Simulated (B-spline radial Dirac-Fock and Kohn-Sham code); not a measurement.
**Neutral lanthanum: differential elastic cross section for electrons at 50 keV**

Model: relativistic (Dirac) partial waves in the static field of the Dirac-Fock atom with Furness-McCarthy exchange, without polarisation or absorption potentials. Program: an atomic code on a B-spline grid.

```
θ (°)  dσ/dΩ (Å²/sr)  Sherman function
    0            334             0.000
    1           68.3             0.000
    2           16.3             0.000
    3           5.62             0.000
    5           1.26             0.000
    7          0.428             0.000
   10          0.133             0.001
   15         0.0340             0.003
   20         0.0129             0.006
   25        0.00608             0.008
   30        0.00326             0.009
   40        0.00123             0.003
   50       0.000591            -0.014
   60       0.000331            -0.043
   70       0.000206            -0.079
   80       0.000138            -0.118
   90       9.86e-05            -0.154
  100       7.43e-05            -0.184
  110       5.86e-05            -0.203
  120       4.81e-05            -0.209
  130       4.10e-05            -0.202
  140       3.62e-05            -0.180
  150       3.29e-05            -0.147
  160       3.08e-05            -0.103
  170       2.96e-05            -0.053
  180       2.93e-05             0.000
```

The total elastic cross section is 0.360 Å², the first transport cross section 0.00242 Å² and the second, weighted with (3/2) sin²θ, 0.00549 Å². The mean deflection is ⟨1 − cos θ⟩ = 0.00671, and 0.093 % of the collisions scatter beyond 90°.

Values without a named source are computed, but for edge energies of neutral atoms, which are taken from tables.
